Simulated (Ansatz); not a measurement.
Consider the redistribution: `N[Si]Cl` + `F[Si]N([SiH3])[SiH3]` → `N[Si]N([SiH3])[SiH3]` + `F[Si]Cl`.

Program: Ansatz. Geometries: PBE0-D4/def2-TZVP. ΔE: electronic, gas phase. CCSD(T)/CBS adds triple-zeta CCSD(T) − MP2 to the extrapolated MP2 energy (def2 sets, frozen cores). This one scheme is used for every species. Functionals use def2-TZVPP. Each species was taken in one conformer, which may not be the lowest.

`N[Si]Cl`:

Z-matrix (Å, degrees):
```
N
Si 1 1.701
H 1 1.010 2 126.0
H 1 1.009 2 121.0 3 180.0
Cl 2 2.104 1 98.2 3 0.0
```

`F[Si]N([SiH3])[SiH3]`:

Cartesian coordinates in Å:
```
F -1.836 -0.306 -2.162
Si -2.107 -0.009 -0.587
N -0.474 0.016 -0.035
Si -0.150 0.304 1.660
Si 0.891 -0.239 -1.116
H 0.675 1.526 1.832
H -1.461 0.480 2.338
H 0.571 -0.850 2.254
H 0.837 -1.587 -1.730
H 2.118 -0.135 -0.281
H 0.934 0.800 -2.172
```

`N[Si]N([SiH3])[SiH3]`:

```xyz
13

N    -0.582    1.541   -1.861
Si   -0.130   -0.111   -1.828
N     0.081   -0.396   -0.110
Si    0.447   -2.027    0.391
Si    0.028    0.819    1.135
H    -0.742    1.978   -2.756
H    -0.784    2.173   -1.101
H     1.721   -2.064    1.158
H     0.571   -2.867   -0.827
H    -0.628   -2.569    1.263
H    -1.224    1.620    1.046
H     1.176    1.756    1.030
H     0.067    0.148    2.461
```

`F[Si]Cl`:

Cartesian coordinates in Å:
```
F -1.208 0.529 -0.396
Si 0.073 0.549 0.568
Cl 1.135 -1.078 -0.172
```

```csv
level,ΔE (kJ/mol)
PBE0,23.1
CCSD(T)/def2-SVP,28.0
```

(1) What does CCSD(T)/CBS give? (Best estimate.)

Largest T1 diagnostic among the species: 0.014.

Results:

(1) The calculation gave: +22.6 kJ/mol. The listed levels differ from it by 0.5, 5.4 kJ/mol.

The D4 term adds −3.3 kJ/mol with B3LYP and −2.0 kJ/mol with PBE0; it sums over pairs of atoms, weighted by their polarisabilities, and B3LYP, whose exchange is more repulsive, gets the larger term. At CCSD(T), def2-SVP lies +5.4 kJ/mol from the extrapolated value and def2-TZVPP −1.0 kJ/mol. In def2-TZVPP, CCSD(T) changes the Hartree–Fock value by −8.0 kJ/mol (the triples alone add −1.3 kJ/mol) and MP2 by −7.7 kJ/mol.

B3LYP here is the variant with VWN-RPA as its local correlation; programs differ in this.
